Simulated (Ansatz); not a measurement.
Cl2H2S2Ti, SMILES `[SH][Ti]([SH])([Cl])[Cl]`, charge 0, multiplicity 1.

Question: Give a relaxed structure at PBE0-D4/def2-TZVP (Ansatz). (Estimate.)

Answer: Ansatz gave: 
Z-matrix (Å, degrees):
```
Ti
S 1 2.259
Cl 1 2.174 2 110.8
S 1 2.252 2 103.0 3 115.3
Cl 1 2.181 2 109.4 3 -125.2
H 2 1.350 1 90.9 3 70.3
H 4 1.350 1 89.2 2 79.6
```
